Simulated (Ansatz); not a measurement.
Reaction (hydrogen abstraction from a C–H bond): `C[N](C)[InH2]` + `[SiH3]`• → `[CH2][N](C)[InH2]`• + SiH₄

Computed with Ansatz on PBE0-D4/def2-TZVP structures; ΔE is electronic, products minus reactants. CCSD(T)/CBS is the MP2 limit (def2-TZVPP, def2-QZVPP) plus CCSD(T) − MP2 in def2-TZVPP, frozen cores. This one scheme is used for every species. Functionals use def2-TZVPP. B3LYP here is the variant with VWN-RPA as its local correlation; programs differ in this. No spin–orbit coupling; open shells (•) take unrestricted orbitals. Elements past krypton have def2 core potentials. For In outer-core shells are correlated without core-valence functions, which leaves a few kJ/mol of doubt a bond.

`C[N](C)[InH2]`:

Z-matrix (Å, degrees):
```
C
N 1 1.438
H 1 1.093 2 111.1
H 1 1.102 2 111.8 3 120.2
H 1 1.102 2 111.8 3 -120.2
C 2 1.438 1 112.4 3 179.9
In 2 2.019 1 123.8 3 -0.2
H 6 1.102 2 111.8 1 -59.7
H 6 1.102 2 111.8 1 59.8
H 6 1.093 2 111.1 1 -179.9
H 7 1.712 2 113.9 1 -180.0
H 7 1.712 2 113.9 1 0.0
```

`[SiH3]`•:

Cartesian coordinates in Å:
```
Si -0.027 0.106 0.319
H -1.375 -0.337 -0.124
H 0.943 -1.020 0.298
H 0.458 1.251 -0.493
```

`[CH2][N](C)[InH2]`•:

Z-matrix (Å, degrees):
```
C
N 1 1.445
H 1 1.092 2 108.7
H 1 1.092 2 109.0 3 116.6
H 1 1.094 2 112.3 3 -121.7
In 2 2.378 1 118.5 3 -60.1
C 2 1.262 1 119.8 3 122.7
H 6 1.760 2 93.0 1 171.1
H 6 1.757 2 95.1 1 48.8
H 7 1.088 2 119.0 1 -179.5
H 7 1.094 2 122.0 1 0.6
```

SiH₄:

```xyz
5

Si    0.000    0.000    0.000
H    -0.694    1.312   -0.032
H     1.107    0.050    0.987
H     0.550   -0.302   -1.346
H    -0.964   -1.060    0.390
```

Task: Is it downhill or uphill in electronic energy at CCSD(T)/CBS, and by how much? (An estimate is asked.)

Result: Computed: Downhill: ΔE = -28.4 kJ/mol.

Task: What do these levels give: BLYP-D4, r2SCAN0-D4, B2PLYP, PBE-QIDH, PBE, revPBE, B3LYP, r2SCAN0, BHLYP, HF/def2-SVP, HF/def2-TZVPP, SCS-MP2/def2-TZVPP? (Best estimate.)

Result: Computed: BLYP-D4 -44.2, r2SCAN0-D4 -22.7, B2PLYP -34.1, PBE-QIDH -17.5, PBE -26.1, revPBE -31.1, B3LYP -40.7, r2SCAN0 -23.0, BHLYP -38.6, HF/def2-SVP -52.2, HF/def2-TZVPP -54.0, SCS-MP2/def2-TZVPP -27.5 kJ/mol.

Largest T1 diagnostic among the species: 0.018.

At CCSD(T), def2-SVP lies −17.0 kJ/mol from the extrapolated value and def2-TZVPP −3.4 kJ/mol. From r2SCAN to r2SCAN0 (25 % exact exchange), in def2-TZVPP and without D4, ΔE moves by +3.4 kJ/mol.
